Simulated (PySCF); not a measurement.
CHF2O3S, SMILES O=S(=O)(O)[C](F)F, multiplicity 2. Atoms are numbered in the order given.

```xyz
8

O     -1.3311     0.0993    -1.2764
S     -0.7071     0.0793     0.0382
O     -1.2832    -0.5202     1.2217
O     -0.3079     1.6209     0.4358
C      0.9277    -0.6837    -0.1836
F      1.6296    -0.8365     0.9178
F      1.6436    -0.1540    -1.1591
H     -0.3335     2.1479    -0.3867
```
Charge 0, spin multiplicity 2.

Geometry optimised at TPSSh-D3(BJ)/def2-SVP. The isomer is the one that the SMILES or the coordinates give; other isomers of the formula were not compared. Other conformers were not sampled.

The numbers are results of PySCF with TPSSh-D3(BJ)/def2-SVP, not measurements.

Frequencies are harmonic and unscaled.

Question: Estimate the vibrational spectrum. (Estimate from the structure and the level; the computed values follow.)

Answer: 
```json
[
 {"mode": "1", "ν (cm⁻¹)": "54", "IR (km/mol)": "0.8", "moving atoms (share of kinetic energy)": "F 67 %, O 31 %"},
 {"mode": "2", "ν (cm⁻¹)": "160", "IR (km/mol)": "3.5", "moving atoms (share of kinetic energy)": "O 58 %, F 27 %, H 8 %"},
 {"mode": "3", "ν (cm⁻¹)": "174", "IR (km/mol)": "4.1", "moving atoms (share of kinetic energy)": "O 54 %, F 41 %"},
 {"mode": "4", "ν (cm⁻¹)": "287", "IR (km/mol)": "55.7", "moving atoms (share of kinetic energy)": "H 53 %, O 33 %, F 11 %"},
 {"mode": "5", "ν (cm⁻¹)": "313", "IR (km/mol)": "0.4", "moving atoms (share of kinetic energy)": "F 50 %, O 40 %"},
 {"mode": "6", "ν (cm⁻¹)": "375", "IR (km/mol)": "33.3", "moving atoms (share of kinetic energy)": "O 42 %, H 31 %, F 20 %"},
 {"mode": "7", "ν (cm⁻¹)": "442", "IR (km/mol)": "30.6", "moving atoms (share of kinetic energy)": "O 68 %, S 12 %, C 10 %"},
 {"mode": "8", "ν (cm⁻¹)": "447", "IR (km/mol)": "13.6", "moving atoms (share of kinetic energy)": "O 50 %, S 18 %, F 15 %, H 12 %"},
 {"mode": "9", "ν (cm⁻¹)": "551", "IR (km/mol)": "78.0", "moving atoms (share of kinetic energy)": "F 36 %, O 31 %, S 25 %, C 8 %"},
 {"mode": "10", "ν (cm⁻¹)": "580", "IR (km/mol)": "29.1", "moving atoms (share of kinetic energy)": "C 55 %, F 17 %, O 17 %, S 11 %"},
 {"mode": "11", "ν (cm⁻¹)": "667", "IR (km/mol)": "11.6", "moving atoms (share of kinetic energy)": "F 33 %, C 28 %, O 21 %, S 18 %"},
 {"mode": "12", "ν (cm⁻¹)": "789", "IR (km/mol)": "216.1", "moving atoms (share of kinetic energy)": "O 53 %, S 42 %"},
 {"mode": "13", "ν (cm⁻¹)": "1093", "IR (km/mol)": "58.9", "moving atoms (share of kinetic energy)": "H 83 %, O 16 %"},
 {"mode": "14", "ν (cm⁻¹)": "1163", "IR (km/mol)": "231.6", "moving atoms (share of kinetic energy)": "O 69 %, S 21 %"},
 {"mode": "15", "ν (cm⁻¹)": "1257", "IR (km/mol)": "79.0", "moving atoms (share of kinetic energy)": "C 61 %, F 29 %"},
 {"mode": "16", "ν (cm⁻¹)": "1296", "IR (km/mol)": "160.3", "moving atoms (share of kinetic energy)": "C 70 %, F 29 %"},
 {"mode": "17", "ν (cm⁻¹)": "1420", "IR (km/mol)": "246.6", "moving atoms (share of kinetic energy)": "O 50 %, S 46 %"},
 {"mode": "18", "ν (cm⁻¹)": "3709", "IR (km/mol)": "135.1", "moving atoms (share of kinetic energy)": "H 94 %"}
]
```
